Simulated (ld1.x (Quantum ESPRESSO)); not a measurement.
## Before and after: TM potential for cadmium (Cd)

ld1.x (Quantum ESPRESSO) 7.5 input, shortened:

```
&input
   title='Cd', zed=48., rel=1, dft='PBE', iswitch=3,
   config='[Kr] 4d10 5s2 5p0'
 /
 &inputp
   pseudotype=2, tm=.true., lloc=-1, rcloc=1.85,
   nlcc=.true., new_core_ps=.true., rcore=0.90
 /
3
5S  1  0   2.00   0.00  2.60  2.60  0.0
5P  2  1   0.00   0.00  3.55  3.55  0.0
4D  3  2  10.00   0.00  1.85  1.85  0.0
 &test
   configts(1)='4d10 5s2 5p0'
 /
```

Change: local potential all-electron potential smoothed inside 3.72 bohr (lloc = -1).

Cutoffs: the cutoffs (Ry, on a coarse ladder) from which the occupation-weighted sum of valence levels, in a spherical-Bessel basis at the reference potential, stays within 10 and 1 mRy of its value at 400 Ry; they do not see the model core or the augmentation charge, which bear on the density cutoff. Errors are all-electron minus pseudo energies relative to the spin-unpolarised reference configuration.

Question: What does the change do?

Answer: The potential gets neither clearly harder nor softer (70 Ry and 100 Ry → 70 Ry and 100 Ry); the bound ghost in s disappears; of the 7 tests that both files solve, the error grows in 5 and shrinks in 2 by more than 15 % and 0.3 meV (median size 41.2 → 52.6 meV). In the separable form a ghost depends on how the local part lies against the semilocal potential of the channel, so the choice of the local part can create or remove one.

```tsv
quantity	base	changed
cutoff, loose	70 Ry	70 Ry
cutoff, tight	100 Ry	100 Ry
loose cutoff by channel (10 mRy a level)	s 15 Ry, d 50 Ry	s 8 Ry, d 50 Ry
bound ghosts	s	none
error for 4d10 5s1 5p0, meV [ΔE 9.27 eV]	-8.9	-13
error for 4d10 5s0 5p0, meV [ΔE 26.40 eV]	-41	-53
error for 4d9 5s0 5p0, meV [ΔE 64.41 eV]	-131	-373
error for 4d10 5s0 5p2, meV [ΔE 9.67 eV]	+13	+2.2
error for 4d9 5s2 5p1, meV [ΔE 12.65 eV]	-116	-230
error for 4d8 5s0 5p0, meV [ΔE 118.47 eV]	-537	-1308
error for 4d10 5s0 5p1, meV [ΔE 15.05 eV]	+15	-5.6
```

 A true bound ghost makes a file unfit for plane-wave use even where its test errors are small: the radial tests pick states by their node count and pass the ghost by.
